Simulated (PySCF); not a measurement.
Zn(H)(SH) (H₂SZn), SMILES [SH][ZnH]. The structure is a stationary point at B3LYP-D3(BJ)/def2-TZVP.

These are B3LYP-D3(BJ)/def2-TZVP (PySCF) values and carry that method's errors.

Harmonic wavenumbers (cm⁻¹): 387, 417, 444, 644, 1927, 2660. Rotational constants (GHz): 287.2, 4.572, 4.501; symmetry number 1.

Work out the zero-point energy and the ideal-gas rigid-rotor harmonic-oscillator thermochemistry at 298.15 K and 1 atm.

ZPE = ½ Σ hcν = ½ × 6480 cm⁻¹ = 38.76 kJ/mol. H − E(el) = 51.36 kJ/mol. Entropy in J/(mol K): translation 166.11, rotation 90.06, vibration 13.00, total 269.17. G − E(el) = -28.90 kJ/mol. Cp = 55.27 J/(mol K).
